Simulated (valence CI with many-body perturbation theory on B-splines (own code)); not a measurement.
# Forbidden lines of Bi XXXV

Level of theory: relativistic CI+MBPT: three valence electrons over a frozen Dirac-Fock core [Kr] 4d10, radial functions for each j: 7 s, 7 p, 7 d, 7 f, 4 g, 2 h, with the one-electron correlation potential Σ1, the two-electron term Σ2, the three-electron term Σ3, Breit, model QED; selected CI, second order for the rest, scaled by the run's own slope (own B-spline code, finite nucleus).

The last digits are not significant, and no measured levels were compared; by estimate large intervals hold to a few tenths of a per cent, small ones and those within an open d or f shell to about a per cent. Excitations out of the core, of the other parity, are not computed and may begin above about 202 eV (a cautious bound); beyond it only levels of the ground parity were kept, without lifetimes.

Lines 1 to 50 of 120 in falling wavelength, among levels below 1632.8 × 10³ cm⁻¹, chosen from the decays that carry over 1 % of a level's rate. Wavelengths and rates use the calculated energies. Weak lines are less certain than strong ones. Lines between different terms over intervals too small for the method are left out, as are lines whose strength nearly cancels.

Levels are named by their leading jj configuration (3d3/2^4 stands for four electrons in 3d with j = 3/2), which in mixed levels can hold well under half, so a name can repeat and another be missing. Letters in brackets count levels of one name in rising energy.

```
λ vac (Å)                       Upper                       Lower  Type   A (s⁻¹)  Branch %
     5784   (4f5/2^2 4f7/2) J=7/2 [a]       (4f5/2^2 4f7/2) J=9/2    M1  6.56e+01       9.2
     5038   (4f5/2 4f7/2^2) J=9/2 [a]   (4f5/2^2 4f7/2) J=7/2 [b]    M1  1.23e+02       5.9
     4780   (4f5/2^2 4f7/2) J=5/2 [a]             (4f5/2^3) J=5/2    M1  6.98e+01       3.8
     4617      (4f5/2 4f7/2^2) J=15/2  (4f5/2 4f7/2^2) J=13/2 [a]    M1  6.85e+01       1.7
     4536   (4f5/2^2 4f7/2) J=3/2 [a]             (4f5/2^3) J=5/2    M1  3.85e+01       2.2
     4514   (4f5/2^2 4f7/2) J=5/2 [b]   (4f5/2^2 4f7/2) J=7/2 [b]    M1  6.21e+01       2.0
     4305      (4f5/2^2 4f7/2) J=15/2      (4f5/2^2 4f7/2) J=13/2    M1  2.32e+02     100.0
     4203       (4f5/2 4f7/2^2) J=1/2   (4f5/2 4f7/2^2) J=3/2 [a]    M1  1.70e+02       4.9
     3888             (4f5/2^3) J=5/2             (4f5/2^3) J=3/2    M1  8.34e+01      99.0
     3599  (4f5/2 4f7/2^2) J=11/2 [a]  (4f5/2 4f7/2^2) J=13/2 [a]    M1  3.68e+01       1.1
     3576       (4f5/2^2 4f7/2) J=9/2  (4f5/2^2 4f7/2) J=11/2 [a]    M1  1.37e+02       3.9
     3531   (4f5/2 4f7/2^2) J=3/2 [a]   (4f5/2^2 4f7/2) J=5/2 [b]    M1  2.33e+02       4.2
     3431  (4f5/2 4f7/2^2) J=11/2 [a]  (4f5/2^2 4f7/2) J=11/2 [b]    M1  4.07e+01       1.2
     3136             (4f7/2^3) J=9/2   (4f5/2 4f7/2^2) J=9/2 [c]    M1  9.29e+01       1.1
     3047      (4f5/2^2 4f7/2) J=13/2  (4f5/2^2 4f7/2) J=11/2 [a]    M1  1.13e+03     100.0
     2984  (4f5/2 4f7/2^2) J=11/2 [b]   (4f5/2 4f7/2^2) J=9/2 [b]    M1  5.00e+02      14.2
     2915   (4f5/2^2 4f7/2) J=7/2 [b]       (4f5/2^2 4f7/2) J=9/2    M1  2.85e+01       1.2
     2832   (4f5/2 4f7/2^2) J=3/2 [b]   (4f5/2 4f7/2^2) J=3/2 [a]    M1  9.05e+01       1.1
     2820  (4f5/2 4f7/2^2) J=13/2 [b]  (4f5/2 4f7/2^2) J=11/2 [a]    M1  1.12e+02       4.3
     2721       (4f5/2^2 4f7/2) J=1/2   (4f5/2^2 4f7/2) J=3/2 [a]    M1  2.74e+02      10.0
     2713   (4f5/2 4f7/2^2) J=9/2 [a]   (4f5/2^2 4f7/2) J=7/2 [a]    M1  1.41e+02       6.7
     2705   (4f5/2 4f7/2^2) J=9/2 [b]   (4f5/2^2 4f7/2) J=7/2 [b]    M1  6.05e+02      10.1
     2685   (4f5/2^2 4f7/2) J=3/2 [b]   (4f5/2^2 4f7/2) J=3/2 [a]    M1  6.75e+02      34.2
     2641   (4f5/2 4f7/2^2) J=7/2 [b]   (4f5/2 4f7/2^2) J=7/2 [a]    M1  4.05e+01       1.5
     2606   (4f5/2^2 4f7/2) J=3/2 [b]   (4f5/2^2 4f7/2) J=5/2 [a]    M1  1.28e+02       6.5
     2543   (4f5/2 4f7/2^2) J=7/2 [a]   (4f5/2^2 4f7/2) J=7/2 [b]    M1  1.28e+02       2.2
     2486   (4f5/2 4f7/2^2) J=7/2 [b]   (4f5/2 4f7/2^2) J=9/2 [b]    M1  3.65e+01       1.4
     2482   (4f5/2^2 4f7/2) J=7/2 [b]             (4f5/2^3) J=5/2    M1  2.10e+03      90.4
     2408   (4f5/2^2 4f7/2) J=5/2 [b]   (4f5/2^2 4f7/2) J=5/2 [a]    M1  1.72e+02       5.6
     2364   (4f5/2 4f7/2^2) J=5/2 [a]   (4f5/2^2 4f7/2) J=3/2 [b]    M1  4.42e+02       9.7
     2191      (4f5/2 4f7/2^2) J=15/2      (4f5/2^2 4f7/2) J=15/2    M1  1.45e+03      36.8
     2180  (4f5/2^2 4f7/2) J=11/2 [b]      (4f5/2^2 4f7/2) J=13/2    M1  2.08e+02      14.5
     2144   (4f5/2^2 4f7/2) J=5/2 [a]             (4f5/2^3) J=3/2    M1  1.79e+03      96.2
     2127      (4f5/2 4f7/2^2) J=17/2      (4f5/2 4f7/2^2) J=15/2    M1  7.09e+02      30.4
     2118  (4f5/2 4f7/2^2) J=13/2 [a]      (4f5/2^2 4f7/2) J=13/2    M1  7.30e+02      10.1
     2099   (4f5/2 4f7/2^2) J=5/2 [b]   (4f5/2 4f7/2^2) J=3/2 [a]    M1  1.76e+02       1.5
     2093   (4f5/2^2 4f7/2) J=3/2 [a]             (4f5/2^3) J=3/2    M1  1.68e+03      97.8
     2000   (4f5/2 4f7/2^2) J=9/2 [c]   (4f5/2 4f7/2^2) J=9/2 [a]    M1  1.51e+03      30.3
     1998  (4f5/2^2 4f7/2) J=11/2 [a]             (4f5/2^3) J=9/2    M1  4.24e+03     100.0
     1975  (4f5/2 4f7/2^2) J=11/2 [b]   (4f5/2 4f7/2^2) J=9/2 [a]    M1  2.66e+02       7.5
     1971  (4f5/2^2 4f7/2) J=11/2 [b]       (4f5/2^2 4f7/2) J=9/2    M1  6.59e+02      46.1
     1852   (4f5/2 4f7/2^2) J=9/2 [b]   (4f5/2^2 4f7/2) J=7/2 [a]    M1  1.26e+03      21.0
     1850  (4f5/2 4f7/2^2) J=11/2 [b]  (4f5/2^2 4f7/2) J=11/2 [b]    M1  2.05e+03      58.2
     1847   (4f5/2 4f7/2^2) J=9/2 [a]       (4f5/2^2 4f7/2) J=9/2    M1  1.34e+03      64.0
     1817   (4f5/2 4f7/2^2) J=7/2 [b]   (4f5/2^2 4f7/2) J=5/2 [b]    M1  1.96e+03      74.7
     1809       (4f5/2 4f7/2^2) J=1/2   (4f5/2^2 4f7/2) J=3/2 [b]    M1  2.39e+03      69.0
     1793       (4f5/2 4f7/2^2) J=1/2       (4f5/2^2 4f7/2) J=1/2    M1  3.89e+02      11.2
     1780             (4f7/2^3) J=9/2  (4f5/2 4f7/2^2) J=11/2 [a]    M1  5.14e+02       6.3
     1775   (4f5/2 4f7/2^2) J=7/2 [a]   (4f5/2^2 4f7/2) J=7/2 [a]    M1  1.44e+03      25.3
     1744   (4f5/2 4f7/2^2) J=7/2 [b]   (4f5/2 4f7/2^2) J=9/2 [a]    M1  1.26e+02       4.8
```
